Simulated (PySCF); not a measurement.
Excitations are Tamm–Dancoff values on a coarser integration grid. The basis has no diffuse functions, so Rydberg states are missing or too high.

Cartesian coordinates (Å):
SMILES: BN(C)C
```xyz
12

B     -0.3834     1.5195     0.2382
N     -0.0494     0.1904     0.0298
C     -0.9868    -0.9067     0.1810
C      1.2756    -0.2527    -0.3613
H     -1.4992     1.7893     0.5588
H      0.4541     2.3546     0.0909
H     -1.0885    -1.4584    -0.7582
H     -0.6383    -1.6087     0.9444
H     -1.9605    -0.5220     0.4725
H      1.9359     0.6045    -0.4630
H      1.2369    -0.7874    -1.3150
H      1.6904    -0.9346     0.3870
```
Charge 0, multiplicity 1.

**Question.** Give the S1 oscillator strength, S1 excitation (TDA) and brightest of the four lowest singlets (TDA) at the level M06-2X/def2-TZVP (PySCF).

**Answer.** 
```yaml
S1 oscillator strength: 0.323
S1 excitation (TDA): 7.19 eV
brightest of the four lowest singlets (TDA): 7.19 eV
```
